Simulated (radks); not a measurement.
Results of a calculation; reference values are marked as such.
The oxygen ion O3+, 5 electrons, occupied as [He] 2s2 2p1. Code: a radial shooting solver on a logarithmic mesh with Libxc functionals. Model: scalar-relativistic Kohn-Sham, LDA (Slater exchange, Perdew-Wang correlation), spin-polarised, spherical densities, finite nucleus; open shells are filled with parallel spins first; Fermi nuclear charge, rms radius 2.6991 fm. Some entries of the table are withheld. Estimate them.

| orbital | occ. | eigenvalue (eV) | <r^2> (bohr^2) |
|---|---|---|---|
| 1s up | 1 | (1) | 0.05421 |
| 1s down | 1 | (2) | 0.05395 |
| 2s up | 1 | -80.2883 | 1.123 |
| 2s down | 1 | -77.5469 | 1.153 |
| 2p up | 1 | -66.3359 | 1.019 |
| 2p down | 0 | -63.3400 | 1.062 |

Answer. 
(1) 1s up eigenvalue (eV): -583.3110
(2) 1s down eigenvalue (eV): -582.0636
